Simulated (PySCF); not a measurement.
Two species compared at the same levels of theory.

First species: C3H11F2NSi2.
SMILES: `CC[Si@H](F)N[SiH2]CF`

Second species: C6H11FN2Si.
Structure used (GFN2-xTB), in Å, numbered top down from 1:
```xyz
21
C6H11FN2Si angstrom
N     -1.960   -0.980   -2.832
C     -2.022   -0.366   -1.871
C     -2.107    0.382   -0.642
C     -1.108   -0.149    0.384
C     -1.043    0.574    1.741
C      0.491    0.550    1.664
C      0.384    0.181    0.165
N      1.208   -0.866   -0.356
Si     2.688   -0.635   -1.187
F      2.450    0.681   -2.078
H     -3.126    0.292   -0.254
H     -1.908    1.436   -0.857
H     -1.250   -1.226    0.508
H     -1.494    0.054    2.583
H     -1.445    1.584    1.691
H      0.928   -0.258    2.247
H      1.007    1.478    1.897
H      0.517    1.055   -0.474
H      1.056   -1.744    0.117
H      2.887   -1.763   -2.076
H      3.840   -0.263   -0.370
```

Levels: PBE0/pcSseg-1 for dipole moment, HOMO energy, LUMO energy and HOMO–LUMO gap; GFN2-xTB for rotational constant A and rotational constant C. Geometries: GFN2-xTB. All species are isolated and taken at one optimised geometry, non-relativistic unless stated. Electronic properties by PySCF.

The conformers computed, where there is a choice (atom-mapped SMILES and torsion angles):
- `[CH3:1][CH2:2][Si@H:3]([F:4])[NH:5][SiH2:6][CH2:7][F:8]`: C1–C2–Si3–F4 175°, C2–Si3–N5–Si6 117°, Si3–N5–Si6–C7 173°, N5–Si6–C7–F8 44°
- `[N:1]#[C:2][CH2:3][C@@H:4]1[CH2:5][CH2:6][C@H:7]1[NH:8][SiH2:9][F:10]`: C2–C3–C4–C5 178°, C6–C7–N8–Si9 -98°, C7–N8–Si9–F10 -38°

Values for the first species:

```
Dipole moment         : 1.01 D
HOMO energy           : -7.45 eV
LUMO energy           : 0.49 eV
HOMO–LUMO gap         : 7.94 eV
Rotational constant A : 1.959 GHz
Rotational constant C : 0.563 GHz
```

(1) Estimate the same properties for the second species, and the change in each.

Answers

(1) 
| property | first | second | second less first |
| --- | --- | --- | --- |
| dipole moment | 1.01 D | 5.10 D | +4.09 D |
| HOMO energy | -7.45 eV | -7.04 eV | +0.41 eV |
| LUMO energy | 0.49 eV | 0.49 eV | 0.00 eV |
| HOMO–LUMO gap | 7.94 eV | 7.53 eV | -0.41 eV |
| rotational constant A | 1.959 GHz | 1.329 GHz | -0.630 GHz |
| rotational constant C | 0.563 GHz | 0.566 GHz | +0.003 GHz |

On the first: A dipole of 1.01 D is allowed in C1, and pure rotational transitions are dipole-allowed. The dipole matches unit charges of opposite sign 0.21 Å apart (1 e·Å = 4.8032 D).

On the second: A dipole of 5.10 D is allowed in C1, and pure rotational transitions are dipole-allowed. In atomic units the dipole is 2.01 e·bohr (1 au = 2.5417 D).
